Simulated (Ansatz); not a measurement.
Basis-set extrapolation for C$_{9}$H$_{20}$, SMILES `CCCCCCCCC` (PBE0-D4/def2-TZVP geometry, frozen core, Ansatz 0.2.0). Multiplicity 1, RHF reference.

|  | def2-TZVPP | def2-QZVPP |
| --- | --- | --- |
| HF | -352.594820 | -352.611492 |
| MP2 correlation | -1.592744 | -1.690427 |
| CCSD(T) correlation | -1.760830 | not run |

Energies in hartree. Use E(X) = E(∞) + A·exp(−7.88·√X) for Hartree–Fock and E(X) = E(∞) + B·X^(−2.97) for correlation, with X = 3 and 4, and add CCSD(T) minus MP2 of the smaller set to the MP2 limit.

**Question.** What is the CCSD(T) energy at the basis-set limit?

**Answer.** HF limit: -352.611492 + (-0.016672) × 0.13774 = -352.61379. MP2 limit: -1.690427 + (-0.097683) × 0.74074 = -1.76278. Higher-order term: -1.760830 − (-1.592744) = -0.16809. Total: -354.54466 hartree, 118.6 kcal/mol below CCSD(T)/def2-TZVPP.
